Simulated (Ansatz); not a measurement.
Gas-phase electronic energies from Ansatz, PBE0-D4/def2-TZVP geometries. CBS: MP2 limit from def2 TZ/QZ plus the TZ coupled-cluster correction, frozen cores. This one scheme is used for every species. Functionals use def2-TZVPP. Elements past krypton have def2 core potentials. For Sn outer-core shells are correlated without core-valence functions, which leaves a few kJ/mol of doubt a bond. One conformer a species, not always the lowest.

Consider the redistribution: `[F][SnH]([SiH3])[Cl]` + `C[S][AlH2]` → `C[S][SnH]([F])[Cl]` + `[AlH2][SiH3]`.

```tsv
species	r2SCANh energy (Eh)
`[F][SnH]([SiH3])[Cl]`	-1066.34658
`C[S][AlH2]`	-681.70432
`C[S][SnH]([F])[Cl]`	-1213.17528
`[AlH2][SiH3]`	-534.84450
```

(1) Work out ΔE.

Largest T1 diagnostic among the species: 0.013.

Answers

(1) ΔE = (-1213.17528) + (-534.84450) − (-1066.34658) − (-681.70432) = 0.03112 Eh = +81.7 kJ/mol. CCSD(T)/CBS gives +78.4 kJ/mol.

The D4 term adds −3.3 kJ/mol with B3LYP and −1.9 kJ/mol with PBE0; it sums over pairs of atoms, weighted by their polarisabilities, and B3LYP, whose exchange is more repulsive, gets the larger term. Leaving LDA and LC-ωPBE aside and taking each functional with its dispersion term where it has one, the values, not all of them listed here, spread over 10.7 kJ/mol, from revPBE-D4 to ωB97M-V.

B3LYP here is the variant with VWN-RPA as its local correlation; programs differ in this.
